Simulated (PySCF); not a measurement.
BH3N, SMILES B=[NH2+], charge +1. Atoms are numbered in the order given.

```xyz
5

B      0.0000     0.0000     0.7831
N      0.0000     0.0000    -0.5278
H      0.0000     0.0000     1.9564
H      0.0000     0.8520    -1.0887
H      0.0000    -0.8520    -1.0887
```
Charge +1, spin multiplicity 1.

Geometry: PBE0-D3(BJ)/def2-TZVP. The isomer is the one that the SMILES or the coordinates give; other isomers of the formula were not compared.

Two levels are set side by side: PBE/pcJ-1 (PySCF) and PBE0/pcJ-1 (PySCF). One-bond couplings, all four terms, same geometry. Isotopes: 11B, 14N, 1H. Differences are taken from unrounded values.

| quantity | PBE0 |
|---|---|
| ¹J(B1,N2) (Hz) | 34.3 |
| ¹J(B1,H3) (Hz) | 311.3 |
| ¹J(N2,H4) (Hz) | 64.5 |
| ¹J(N2,H5) (Hz) | 64.5 |

Task: What does PBE give, and how far is it from PBE0? (Estimate from the structure and the level; the computed values follow.)

Result: 
```
quantity          PBE  PBE minus PBE0
--------------  -----  --------------
¹J(B1,N2) (Hz)   32.5            -1.8
¹J(B1,H3) (Hz)  308.9            -2.4
¹J(N2,H4) (Hz)   62.5            -2.0
¹J(N2,H5) (Hz)   62.5            -2.0
```

Rough cost on one machine, each run with all the roots and properties that it gave: PBE0 against PBE within a factor of 2.
